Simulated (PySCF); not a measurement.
A made-up structure of LiGeH₃, closed shell:

```tsv
atom	x (Å)	y (Å)	z (Å)
Li1	-0.9773	-0.9975	1.9228
Ge2	0.0278	0.0390	-0.0687
H3	-1.2880	-0.8870	3.4782
H4	0.7326	1.4150	0.1412
H5	1.1447	-0.7738	-0.7931
```

It is relaxed with PBE-D4/def2-SVP and then PBE0-D4/def2-TZVP (PySCF 2.14 with density fitting (its default auxiliary sets; JK sets also for MP2 and CCSD(T))). Atoms count as bonded within 1.22 times the sum of their covalent radii (H–H: 0.88 Å). The end point is not checked to be a true minimum.

(1) Does its bonding change? (Judge from chemistry; the calculation decides.)

Answers

(1) By the calculation: Yes. Formed: Ge2–H3; broken: none.

Where it ends: The first stage lowers the energy by 2.14 eV in 21 steps. It ends as LiGeH₃ ([H]1[Li][GeH2]1):
```tsv
atom	x (Å)	y (Å)	z (Å)
Li1	-1.8375	-1.0324	1.6003
Ge2	-0.0816	-0.1076	0.3797
H3	-0.1164	-0.4430	2.0150
H4	0.4177	1.3599	0.5657
H5	1.2742	-0.8413	0.1330
```

Labels in which every atom is bracketed show which atoms are joined, not bond orders.

For scale, one of the runs: PBE0-D4/def2-TZVP relaxation, 80 basis functions, launched by `OMP_NUM_THREADS=2 python run.py`. Hardware: 2 CPU threads of an Intel Xeon, shared host. Wall time 17 s; peak host memory 0.8 GiB.
